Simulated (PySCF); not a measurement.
A GIAO shielding run with PySCF 2.14.0 with density-fitted response routines (density fitting, non-relativistic, gas phase) on SMILES CC(C)(C=O)[SiH2]C=C=S, C$_{6}$H$_{10}$OSSi:

```
$ OMP_NUM_THREADS=1 python probes_run.py task.json out

{"job": {"kind": "nmr", "xc": "PBE0", "basis": "pcSseg-1"}, "charge": 0, "multiplicity": 1}
C     -1.103194    -0.744784    -1.099051
C     -0.781321     0.180320     0.073839
C     -1.851279     0.087602     1.154968
C     -0.584178     1.575249    -0.382495
O     -0.119411     1.908607    -1.445034
Si     0.943336    -0.306371     0.823483
C      2.195873    -0.007880    -0.542325
C      3.374435    -0.535392    -0.529065
S      4.762579    -1.230451    -0.422269
H     -2.094796    -0.516998    -1.489727
H     -0.385215    -0.607288    -1.903549
H     -1.088777    -1.787263    -0.789278
H     -2.828830     0.340483     0.744967
H     -1.904702    -0.922540     1.554308
H     -1.639353     0.768660     1.976453
H     -0.848237     2.339493     0.377097
H      0.849049    -1.716694     1.209864
H      1.206395     0.518975     2.009522
H      1.887823     0.665524    -1.329173
```

Hardware: 1 thread of an Arm Neoverse V1, shared host. The job also computes population analyses, field gradients.

**Question.** How large is the calculation?

**Answer.** 84 electrons, 217 basis functions and 1169 auxiliary functions.

**Question.** How long does it take, and how much memory does it need?

**Answer.** 58 s of wall time, with 16 SCF cycles and 5 response iterations; peak memory 1 GiB. Times on a shared host scatter by some tens of per cent.
